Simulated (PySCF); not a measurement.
Atom-mapped SMILES (the numbers label the heavy atoms): `[CH3:1][C:2](=[O:3])[c:4]1[cH:5][cH:6][c:7]([CH3:8])[n:9][n:10]1`. Each H is labelled by its parent atom.

- geometry: GFN2-xTB
- PBE0/pcSseg-1 with gauge-including orbitals
- program: PySCF 2.14.0 with density-fitted response routines
- relativity neglected, no solvent, single conformer, one averaged value for each set of equivalent atoms

δ = σ(ref) − σ, references computed at the same level: TMS for 13C (186.93 ppm) and 1H (31.72 ppm); 17O (336.08 ppm) vs H2O; 15N (267.73 ppm) against NH3.

```
atoms  nucleus  count  Hirshfeld charge  δ (ppm)
H(C6)       1H      1              0.06     7.58
   N9      15N      1             -0.11        ?
H(C5)       1H      1              0.06        ?
   C2      13C      1              0.16    205.1
   C5      13C      1             -0.02        ?
   C6      13C      1             -0.03    130.5
H(C1)       1H      3              0.05     3.10
   C4      13C      1              0.03    158.1
  N10      15N      1             -0.08    468.7
H(C8)       1H      3              0.05     3.04
   C7      13C      1              0.08    165.5
   O3      17O      1             -0.23    655.2
   C1      13C      1             -0.13        ?
   C8      13C      1             -0.12     25.5
```

Complete the table.

Results:


- C5: 129.9 ppm, aromatic CH; the aromatic region
- C1: 30.1 ppm, methyl carbon α to a carbonyl; the adjacent C=O deshields it moderately
- H(C5): 8.33 ppm, hydrogen on an aromatic CH; ring current plus the deshielding of an ortho carbonyl group
- N9: 453.6 ppm, pyridine-type ring nitrogen

Shifts are as computed. Against solution values, carbons near 30 ppm lie about +3 ppm off and those near 130 ppm about +5 ppm. Of 1211 compounds with measured shifts, 218 miss one by over three times the rms of a fit or turn the order of signals round; such compounds aren't used in these exercises. Unscaled 17O shifts of doubly bonded oxygen tend to come out too high, by tens of ppm or more. Experimental scales use liquid or dissolved standards, which lie at an offset from isolated NH3 (liquid NH3: subtract about 20 ppm) and H2O (liquid H2O: subtract about 36 ppm). Unscaled 15N shifts of sp2 nitrogen come out 20 to 40 ppm too high even then.
